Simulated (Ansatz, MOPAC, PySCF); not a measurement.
Noncovalent pair: SiH4 (SMILES [SiH4]) (first 5 atoms) with Si2H6 (SMILES [SiH3][SiH3]); geometry from B3LYP-D3(BJ)/def2-TZVP, rigid monomers moved along the line of their centres of mass till Si1···H11 is 3.58 Å.
(charge 0, multiplicity 1):
```xyz
13

Si    -0.096     0.111    -0.159
H     -0.208    -1.148     0.611
H     -1.448     0.594    -0.516
H      0.686    -0.135    -1.392
H      0.592     1.129     0.665
Si     0.924    -0.905     4.279
Si    -0.763     0.724     4.257
H      0.336    -2.254     4.097
H      1.633    -0.868     5.581
H      1.909    -0.665     3.199
H     -1.608     0.599     3.045
H     -0.170     2.083     4.281
H     -1.632     0.564     5.448
```

Monomers are frozen at their geometry in the pair; levels with a basis set take the counterpoise correction. Rows marked so take none.

Rows in 6-31G* carry no dispersion term and start afresh at each structure (6-31G* with six Cartesian d functions). The state that PM7 reach isn't checked; PM7 holds dispersion and hydrogen-bond terms.

Programs: Ansatz (a program for electronic structure); MOPAC for PM7 (differences of heats of formation); PySCF for 6-31G* rows, the dispersion terms. 

Q: One of these levels gives -1.8 kJ/mol for the interaction energy. Name it.
(A) PBE-D3(BJ)/def2-TZVPPD
(B) HF/6-31G* (no counterpoise)
(C) r2SCAN-D3(BJ)/def2-TZVPPD
(D) PM7

A: D, PM7. The others give 0.3 (HF/6-31G* (no counterpoise)), -6.7 (PBE-D3(BJ)/def2-TZVPPD), -5.1 (r2SCAN-D3(BJ)/def2-TZVPPD)
